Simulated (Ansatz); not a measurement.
Basis-set extrapolation for C₂H₄ClNSi (`N=C=C([SiH3])Cl`) (PBE0-D4/def2-TZVP geometry, frozen core, Ansatz). Multiplicity 1, RHF reference.

```csv
,def2-TZVPP,def2-QZVPP
HF,-880.963745,-880.991199
MP2 correlation,-0.817522,-0.879601
CCSD(T) correlation,-0.901520,not run
```

Energies in hartree. Use E(X) = E(∞) + A·exp(−7.88·√X) for Hartree–Fock and E(X) = E(∞) + B·X^(−2.97) for correlation, with X = 3 and 4, and add CCSD(T) minus MP2 of the smaller set to the MP2 limit.

Task: What is the CCSD(T) energy at the basis-set limit?

Result: HF limit: -880.991199 + (-0.027454) × 0.13774 = -880.99498. MP2 limit: -0.879601 + (-0.062079) × 0.74074 = -0.92559. Higher-order term: -0.901520 − (-0.817522) = -0.08400. Total: -882.00457 hartree, 365.7 kJ/mol below CCSD(T)/def2-TZVPP.
